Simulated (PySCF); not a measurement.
# YbCl from Hartree–Fock to correlated methods

State: doublet, about 14.0 electrons in the 4f shell (Mulliken). Set-up: Yb x2c-SVPall, Cl x2c-SVPall; spin-free X2C with a Gaussian nucleus (PySCF 2.14). De refers to Yb (4f14 6s2) + Cl in their high-spin ground configurations, without counterpoise correction. The functionals are run spin-unrestricted. A positive dipole means Yb(−)Cl(+).

```tsv
Level	Re (Å)	ωe (cm⁻¹)	De (eV)	μ (D)	CPU s a point (SCF and correlation, without the integrals)
UHF	2.559	289	n/a	-5.30	2.3
UHF-MP2	2.445	319	n/a	n/a	5.1
UHF-SCS-MP2	2.467	313	n/a	n/a	n/a
PBE	2.452	305	4.17	-4.02	18
r²SCAN	2.447	310	4.43	-4.28	19
TPSSh	2.463	304	4.21	-4.24	9.3
PBE0	2.477	300	4.04	-4.66	9.2
MN15	2.469	303	3.65	-4.92	9.7
LC-ωPBE	2.471	304	4.18	-4.62	13
```

Problem. What does a quarter of exact exchange do here, going from PBE to PBE0?

Solution. PBE0 less PBE: +2.5 pm in Re, -1.6 % in ωe, -0.13 eV in De. Exact exchange removes part of the self-interaction that spreads semilocal densities, and in most molecules shortens and stiffens the bond and lowers De; here Re and ωe go the other way.

Problem. What does the step from GGA to meta-GGA do here, going from PBE to r²SCAN?

Solution. r²SCAN less PBE: -0.5 pm in Re, +1.6 % in ωe, +0.26 eV in De. 

Problem. What does second-order correlation do here, going from UHF to UHF-MP2?

Solution. UHF-MP2 less UHF: -11.4 pm in Re, +10.4 % in ωe. Correlation nearly always deepens the well. The bond shortens, as in weak, metallic or heavy-atom bonds, where dispersion and the correlation of outer-core electrons pull the atoms together.

Correlated steps freeze 23 core orbitals. These are scalar-relativistic numbers at best; spin–orbit coupling would shift them, the dissociation energy most. The state is the lowest single determinant that the PBE0 search found; with open d or f shells the true ground state can be another one.

The whole job (state search and all levels along the bond) took about 18 min on 2 threads of Arm Neoverse V1 (shared host), peak memory 4.4 GiB.
